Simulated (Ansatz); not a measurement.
Basis-set extrapolation for CH5BClN (`CNBCl`) (PBE0-D4/def2-TZVP geometry, frozen core, the Gaussian-basis code of Ansatz). Multiplicity 1, RHF reference.

```
                      def2-TZVPP   def2-QZVPP
                 HF  -579.555313  -579.573834
    MP2 correlation    -0.677793    -0.729852
CCSD(T) correlation    -0.749285      not run
```

Energies in hartree. Use E(X) = E(∞) + A·exp(−7.88·√X) for Hartree–Fock and E(X) = E(∞) + B·X^(−2.97) for correlation, with X = 3 and 4, and add CCSD(T) minus MP2 of the smaller set to the MP2 limit.

Task: What is the CCSD(T) energy at the basis-set limit?

Result: HF limit: -579.573834 + (-0.018521) × 0.13774 = -579.57639. MP2 limit: -0.729852 + (-0.052059) × 0.74074 = -0.76841. Higher-order term: -0.749285 − (-0.677793) = -0.07149. Total: -580.41629 hartree, 293.2 kJ/mol below CCSD(T)/def2-TZVPP.
